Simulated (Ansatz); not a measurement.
Consider the homolysis of the Si–Si bond: `[SiH3][SiH2][O][GeH3]` → `[SiH3]`• + `[SiH2][O][GeH3]`•.

Calculated with Ansatz (gas phase, PBE0-D4/def2-TZVP geometries, no zero-point term in ΔE). CBS: MP2 limit from def2 TZ/QZ plus the TZ coupled-cluster correction, frozen cores. This one scheme is used for every species. Functionals use def2-TZVPP. Open shells (•) are unrestricted, without spin–orbit coupling. For Ge outer-core shells are correlated without core-valence functions, which leaves a few kJ/mol of doubt a bond. Scalar relativity is left out up to krypton. Each species was taken in one conformer, which may not be the lowest.

`[SiH3][SiH2][O][GeH3]`:

```xyz
12

Si   -1.992    0.375   -0.242
Si   -0.387   -0.896    0.910
O     1.096   -0.202    0.868
Ge    2.160    0.398   -0.422
H    -1.633    0.499   -1.682
H    -3.322   -0.291   -0.150
H    -2.107    1.747    0.325
H    -0.349   -2.260    0.303
H    -0.781   -1.039    2.337
H     3.412    0.918    0.291
H     1.420    1.521   -1.169
H     2.483   -0.769   -1.369
```

`[SiH3]`•:

Cartesian coordinates in Å:
```
Si 0.071 0.322 -0.071
H 1.361 -0.399 0.091
H -0.714 -0.226 -1.207
H -0.718 0.303 1.188
```

`[SiH2][O][GeH3]`•:

Z-matrix (Å, degrees):
```
Ge
O 1 1.780
H 1 1.536 2 108.0
H 1 1.532 2 105.4 3 -119.6
H 1 1.537 2 108.3 3 120.5
Si 2 1.636 1 134.3 3 -79.1
H 6 1.498 2 110.6 1 -42.1
H 6 1.492 2 108.0 1 -162.5
```

What is ΔE at CCSD(T)/CBS? (Best estimate.)

The calculation gave: +332.6 kJ/mol.

What do these levels give: B97M-V, ωB97M-V, r2SCANh, CCSD(T)/def2-TZVPP, SCS-MP2/def2-QZVPP, CCSD/CBS(def2)? (Best estimate.)

Computed: B97M-V 326.9, ωB97M-V 332.1, r2SCANh 302.1, CCSD(T)/def2-TZVPP 320.9, SCS-MP2/def2-QZVPP 330.4, CCSD/CBS(def2) 326.6 kJ/mol.

Largest T1 diagnostic among the species: 0.015.

From BLYP to BHLYP (50 % exact exchange), in def2-TZVPP and without D4, ΔE moves by +17.1 kJ/mol. The D4 term adds +13.7 kJ/mol with B3LYP and +7.8 kJ/mol with PBE0; it sums over pairs of atoms, weighted by their polarisabilities, and B3LYP, whose exchange is more repulsive, gets the larger term.

B3LYP here is the variant with VWN-RPA as its local correlation; programs differ in this.
